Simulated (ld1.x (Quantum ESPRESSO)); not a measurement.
## Ni (Z = 28): variants of one ultrasoft potential

Base potential:

```json
{
  "Element": "Ni (Z = 28)",
  "Generator": "ld1.x (Quantum ESPRESSO) 7.5",
  "Type": "ultrasoft",
  "Functional": "PBE",
  "Relativity": "scalar-relativistic",
  "Frozen core": "[Ne]",
  "Valence charge": "18",
  "Reference configuration": "3s2 3p6 3d8 4s1 4p0 (charge +1)",
  "Partial waves": "3s (bound): rcut 1.00, rcutus 1.25 bohr; 4s (bound): rcut 1.00, rcutus 1.25 bohr; 3p (bound): rcut 1.05, rcutus 1.20 bohr; 4p (bound, empty): rcut 1.05, rcutus 1.20 bohr; 3d (bound): rcut 0.80, rcutus 0.90 bohr; 3d channel at 3 Ry: rcut 0.80, rcutus 0.90 bohr",
  "Local potential": "all-electron potential smoothed inside 0.90 bohr (lloc = -1)",
  "Core correction": "none",
  "Augmentation charge": "built from norm-conserving waves at rcut, not smoothed further"
}
```

Cutoffs, loose and tight: the cutoffs (Ry, on a coarse ladder) from which the occupation-weighted sum of valence levels, in a spherical-Bessel basis at the reference potential, stays within 10 and 1 mRy of its value at 400 Ry. They do not see the model core or the augmentation charge, which bear on the density cutoff. Test errors are all-electron minus pseudo excitation energies from the reference, over the configurations 3s2 3p6 3d8 4s2 4p0; 3s2 3p6 3d8 4s0 4p0; 3s2 3p6 3d7 4s0 4p0; 3s1 3p6 3d8 4s2 4p0; 3s2 3p6 3d6 4s0 4p0; 3s2 3p6 3d8 4s1.5 4p0; 3s2 3p5 3d8 4s2 4p0. A dash means not determined; rows that change the core or the reference have their own tests. The largest error is taken over the tests solved by every variant that gives reliable tests at all: 3s1 3p6 3d8 4s2 4p0; 3s2 3p6 3d6 4s0 4p0; 3s2 3p6 3d7 4s0 4p0; 3s2 3p6 3d8 4s0 4p0.

Cutoffs are not given where the Bessel-basis levels miss the radial ones by over 6 mRy, ghosts where they miss by over 20 mRy; a channel whose overlap is not positive is not tested.

A file whose overlap is not positive is unfit for use, and its test errors describe a broken file.

```tsv
change	outcome	bound ghosts	largest test error (meV)
base	generated, overlap not positive	not determined (overlap not positive)	+11204
core correction a·sin(br)/r model core inside 0.38 bohr	generated, overlap not positive	not determined (overlap not positive)	test run stopped at test 1 of 7 (negative rho)
core correction a·sin(br)/r model core inside 0.50 bohr	generated, overlap not positive	not determined (overlap not positive)	test run stopped at test 1 of 7 (negative rho)
core correction a·sin(br)/r model core inside 0.54 bohr	generated, overlap not positive	not determined (overlap not positive)	+11053
core correction a·sin(br)/r model core inside 0.70 bohr	generated, overlap not positive	not determined (overlap not positive)	+11202
core correction a·sin(br)/r model core inside 0.76 bohr	generated, overlap not positive	not determined (overlap not positive)	+11204
core correction a·sin(br)/r model core inside 0.86 bohr	generated, overlap not positive	not determined (overlap not positive)	+11204
core correction a·sin(br)/r model core inside 0.96 bohr	generated, overlap not positive	not determined (overlap not positive)	+11204
core correction a·sin(br)/r model core inside 1.06 bohr	generated, overlap not positive	not determined (overlap not positive)	+11204
```
